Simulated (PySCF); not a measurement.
C₆H₇O₂ (doublet state).
SMILES with atom numbers: `[CH3:1][O:2][C:3]1=[CH:4][O:5][CH:6]=[CH:7][CH:8]1` (hydrogens: H9, H10, H11 on C1; H12 on C4; H13 on C6; H14 on C7; H15 on C8)

Structure used (GFN2-xTB), in Å, numbered top down from 1:
```xyz
15
C6H7O2 angstrom
C     -2.4326   -0.7558   -0.4147
O     -1.1392   -1.2558   -0.1775
C     -0.1233   -0.3701   -0.0164
C     -0.2656    0.9847   -0.0689
O      0.7909    1.8543    0.0999
C      2.0180    1.2986    0.3283
C      2.2254   -0.0382    0.3925
C      1.1564   -0.9332    0.2215
H     -3.0741   -1.6304   -0.5090
H     -2.7806   -0.1366    0.4179
H     -2.4726   -0.1729   -1.3402
H     -1.1811    1.5218   -0.2420
H      2.7791    2.0507    0.4471
H      3.2199   -0.4104    0.5764
H      1.2751   -1.9986    0.2632
```

The hyperfine couplings belong to this conformer and change with its torsions.

Computed, not measured: UKS B3LYP, pcH-1 on C H O, non-relativistic, mean-field spin-orbit, GIAO (PySCF 2.14.0). Isolated species at its GFN2-xTB geometry (one conformer only). Couplings are sensitive to structure, and on GFN2-xTB geometries they can be far from those on DFT ones. Stability of the SCF solution: not tested.

Question: Break the g tensor into its mass correction, gauge correction and orbital-Zeeman/spin–orbit terms.

Answer: 
```
                    Δg (ppm)     1     2     3
relativistic mass correction  -197  -197  -197
            gauge correction   -12    39    38
   orbital Zeeman/spin–orbit    -6  1759  1918
                       total  -215  1601  1759
```

So g = 2.00210, 2.00392, 2.00408 and g_iso = 2.00337; the tensor is close to axial: the two nearest values differ by 8 % of g3 − g1. Axes: g3 points within 7° of the C3–C4 bond.

Question: Average each term over the three axes. Which is largest in size?

Answer: The orbital-Zeeman/spin–orbit term 1223, the mass correction -197 and the gauge correction 21 ppm, for a total of 1048 ppm. The orbital-Zeeman/spin–orbit term is the largest in size. The mass correction is the same along every axis, so the anisotropy comes from the other two: their spans along these axes are 51 (gauge) and 1924 ppm (orbital Zeeman/spin–orbit).

Question: At 33.815 GHz, how far is the centre of the isotropic spectrum from where a free electron (g = 2.002319) resonates?

Answer: B = hν/(g μB) with μB/h = 13.99624 MHz/mT gives 1206.60 mT for the free electron and 1205.97 mT at g_iso, 0.63 mT lower.

Question: In a frozen sample, at which fields do the three g values resonate at 9.5, 34, 94 and 263 GHz (hyperfine left aside), and which band first spreads them over more than twice a line width of 0.5 mT?

Answer: 
```
band    GHz  B(g3) mT  B(g2) mT  B(g1) mT  spread mT
   X    9.5    338.69    338.71    339.02       0.33
   Q   34.0   1212.14   1212.24   1213.34       1.20
   W   94.0   3351.21   3351.47   3354.51       3.30
   J  263.0   9376.26   9377.00   9385.50       9.25
```

The spread grows in proportion to the frequency. Q band is the first where it exceeds 1.0 mT.

Largest spin populations (Mulliken): C8 (+0.55), C4 (+0.32), C6 (+0.31) and O5 (+0.16). Four atoms exceed +0.15. The positive populations add up to 1.35 and the negative ones to -0.35, together 2S = 1. The angles at C8 add up to 360.0°, so it is planar.

The HOMO–LUMO gaps are 3.88 eV among the α and 5.04 eV among the β orbitals.

Hardware: Arm Neoverse V1, one thread, shared host with 32 logical CPUs at a one-minute load of 26. Cost: 62 s of wall time (grids of density and orbitals included), 0.97 GiB resident at most.
